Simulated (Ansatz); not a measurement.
BBr$_{3}$ (`BrB(Br)Br`), relaxed with RKS PBE0-D4/def2-TZVP in Ansatz 0.2.0 from a PBE-D4/def2-SVP geometry. The force threshold is 0.005 eV/Å; the program also tests the step.

Total charge 0; spin multiplicity 1.

Start:

```xyz
4

Br   -0.058    1.909   -0.082
B     0.000    0.000    0.000
Br    0.157   -0.880    1.690
Br   -0.099   -1.029   -1.608
```

| step | energy (eV) | largest force (eV/Å) | largest move (Å) |
| --- | --- | --- | --- |
| 1 | -210793.2323 | 0.310 | 0.000 |
| 2 | -210793.2398 | 0.067 | 0.012 |
| 3 | -210793.2402 | 0.001 | 0.003 |

End:

```xyz
4

Br   -0.058    1.894   -0.082
B     0.000    0.000    0.000
Br    0.156   -0.873    1.677
Br   -0.098   -1.021   -1.595
```

Hardware: 4 threads of an Arm Neoverse V1 on a shared host. Wall time 17 s, peak host memory 0.6 GiB.
